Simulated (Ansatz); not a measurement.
`CB[SiH2]S` + `N#CC(N)O[SiH3]` → `CBC(N)C#N` + `[SiH3]O[SiH2]S`  (redistribution)

Computed with Ansatz on PBE0-D4/def2-TZVP structures; ΔE is electronic, products minus reactants. CBS: MP2 limit from def2 TZ/QZ plus the TZ coupled-cluster correction, frozen cores. DFT in def2-TZVPP. One conformer a species, not always the lowest.

`CB[SiH2]S`:

```xyz
11

C    -0.622    0.386   -1.650
B    -0.926   -0.389   -0.346
Si    0.265   -0.386    1.281
S     1.946    0.896    0.896
H    -1.504    0.663   -2.232
H    -0.089   -0.364   -2.263
H     0.057    1.236   -1.558
H    -1.897   -1.095   -0.295
H     0.732   -1.765    1.604
H    -0.493    0.099    2.472
H     2.532    0.718    2.091
```

`N#CC(N)O[SiH3]`:

```xyz
12

N     1.402   -1.511    1.723
C     0.910   -1.060    0.787
C     0.299   -0.507   -0.453
N     1.181   -0.538   -1.579
O    -0.091    0.811   -0.229
Si   -1.362    1.279    0.727
H    -0.567   -1.142   -0.689
H     1.343   -1.486   -1.892
H     2.070   -0.109   -1.357
H    -2.561    0.475    0.366
H    -1.568    2.713    0.431
H    -1.056    1.075    2.165
```

`CBC(N)C#N`:

Cartesian coordinates in Å:
```
C 1.712 0.529 0.696
B 0.792 -0.266 -0.254
C -0.777 -0.334 -0.083
N -1.511 -0.585 -1.308
C -1.313 0.826 0.619
N -1.716 1.738 1.191
H 1.260 0.826 1.644
H 2.684 0.062 0.863
H 1.925 1.465 0.153
H 1.238 -0.909 -1.165
H -0.830 -1.169 0.657
H -2.446 -0.927 -1.131
H -1.019 -1.256 -1.882
```

`[SiH3]O[SiH2]S`:

Cartesian coordinates in Å:
```
Si -1.300 -1.154 0.077
O 0.208 -0.652 0.491
Si 1.135 0.691 0.507
S 0.622 2.061 -1.044
H -1.471 -2.528 0.607
H -1.447 -1.166 -1.400
H -2.327 -0.258 0.666
H 0.916 1.456 1.756
H 2.541 0.252 0.369
H 1.123 1.299 -2.030
```

```tsv
level	ΔE (kcal/mol)
r2SCAN-D4	-50.5
ωB97M-V	-52.3
PBE0	-48.8
MP2/def2-QZVPP	-55.5
```

**Question.** What does CCSD(T)/CBS give? (An estimate is asked.)

**Answer.** Computed: -52.5 kcal/mol. The listed levels differ from it by 2.0, 0.2, 3.7, -3.0 kcal/mol.

Largest T1 diagnostic among the species: 0.013.

From PBE to PBE0 (25 % exact exchange), in def2-TZVPP and without D4, ΔE moves by −2.6 kcal/mol.
